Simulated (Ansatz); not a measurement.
`[OH][GaH][Br]`. The species carries charge 0 and has multiplicity 1. All single points use the PBE0-D4/def2-TZVP geometry. It is one conformer, not always the lowest.

```xyz
5

O    -0.615   -1.112   -0.553
Ga   -0.226    0.439    0.214
Br    2.008    0.883    0.453
H     0.159   -1.624   -0.797
H    -1.326    1.414    0.683
```

What is the dipole moment at r2SCAN/def2-TZVPP? (Estimate.)

Computed: 0.40 D, with components (-0.40, -0.04, -0.02) D in this frame, pointing from negative to positive charge.

And with PBE, B3LYP, ωB97M-V? (Best estimate.)

Ansatz gave: PBE 0.37 D, B3LYP 0.36 D, ωB97M-V 0.41 D.

Give the Mulliken charges with r2SCAN, PBE, B3LYP in def2-TZVPP. (An estimate is asked.)

Computed: 
| atom | r2SCAN | PBE | B3LYP |
| --- | --- | --- | --- |
| O1 | -0.42 | -0.36 | -0.40 |
| Ga2 | 0.52 | 0.43 | 0.50 |
| Br3 | -0.28 | -0.26 | -0.28 |
| H4 | 0.20 | 0.19 | 0.19 |
| H5 | -0.02 | 0.00 | -0.01 |

B3LYP here is the variant with VWN-RPA as its local correlation; programs differ in this.
